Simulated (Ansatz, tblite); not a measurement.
Removing and adding an electron: `CCC(CC(CC(CC(C)OC)OC)OC)OC`. The state is a singlet with charge 0. Geometry: PBE-D4/def2-SVP. Ansatz, gas phase; energy differences of separate SCF runs; the oxidised species was run as a doublet alone; the reduced species was run as a doublet alone.

```csv
atom,x (Å),y (Å),z (Å)
C1,-0.694,1.986,4.232
C2,-0.252,2.664,2.937
C3,-0.368,1.772,1.694
C4,0.091,2.496,0.424
C5,-0.070,1.695,-0.877
C6,0.838,0.462,-0.963
C7,0.213,-0.701,-1.729
C8,1.128,-1.934,-1.812
C9,1.561,-2.509,-0.461
C10,2.331,-3.822,-0.624
O11,0.377,-2.670,0.326
C12,0.606,-2.880,1.699
O13,-0.131,-0.231,-3.032
C14,-1.125,-0.983,-3.682
O15,0.228,2.544,-1.986
C16,-0.904,3.055,-2.642
O17,-1.730,1.354,1.524
C18,-1.961,-0.027,1.696
H19,-0.603,2.670,5.100
H20,-1.753,1.668,4.163
H21,-0.082,1.085,4.452
H22,-0.865,3.575,2.760
H23,0.802,3.010,3.019
H24,0.270,0.868,1.854
H25,-0.502,3.430,0.322
H26,1.153,2.803,0.534
H27,-1.132,1.363,-0.932
H28,1.787,0.774,-1.450
H29,1.093,0.103,0.055
H30,-0.721,-1.005,-1.195
H31,0.605,-2.736,-2.377
H32,2.033,-1.666,-2.397
H33,2.228,-1.770,0.053
H34,1.685,-4.589,-1.099
H35,2.686,-4.220,0.347
H36,3.222,-3.671,-1.265
H37,-0.380,-2.877,2.204
H38,1.104,-3.854,1.917
H39,1.232,-2.068,2.147
H40,-1.361,-0.468,-4.635
H41,-0.805,-2.025,-3.926
H42,-2.062,-1.053,-3.076
H43,-0.547,3.709,-3.463
H44,-1.559,3.669,-1.972
H45,-1.529,2.242,-3.087
H46,-1.358,-0.656,0.998
H47,-3.034,-0.210,1.489
H48,-1.748,-0.373,2.737
```

The xTB rows come from tblite. LC-ωPBE has ω = 0.4 bohr⁻¹. Single mean-field runs in def2-TZVP are fitted with def2-universal-jkfit. HOMO above LUMO, or a gap near zero within one spin, warns that the state may not be the lowest or that an electron is smeared out.

```csv
level,−HOMO (eV),vertical IE (eV),−LUMO (eV),vertical EA (eV),HOMO–LUMO gap (eV),IE − EA (eV),remarks
GFN1-xTB,11.46,13.54,4.21,2.30,7.25,11.24,–
PBE-D4/def2-TZVP,5.24,7.45,0.02,–,5.22,–,gap within one spin near zero (+1 doublet)
LC-ωPBE/def2-TZVP,9.44,8.93,-2.81,-2.23,12.25,11.16,HOMO above zero (-1 doublet)
```

(1) Estimate the rows for GFN2-xTB, PBE0-D4/def2-TZVP.

Answers

(1) 
| level | −HOMO (eV) | vertical IE (eV) | −LUMO (eV) | vertical EA (eV) | HOMO–LUMO gap (eV) | IE − EA (eV) | remarks |
| --- | --- | --- | --- | --- | --- | --- | --- |
| GFN2-xTB | 10.24 | 12.34 | 0.02 | -1.93 | 10.22 | 14.26 | – |
| PBE0-D4/def2-TZVP | 6.75 | 8.25 | -0.77 | -1.79 | 7.52 | 10.04 | HOMO above zero (-1 doublet) |

Run but left out: PBE-D4/def2-TZVP (charge -1 doublet: an occupied level 0.01 eV above an empty one).   A HOMO above zero means that the electron is unbound at that level or that self-interaction error raises the level; the energy of removing that electron tells which. Raw xTB energy differences between charge states are shifted by several eV; the methods need an empirical correction for them. Sets without diffuse functions give affinities that are too small. A negative affinity means that the extra electron isn't bound; its size then hangs on the basis.
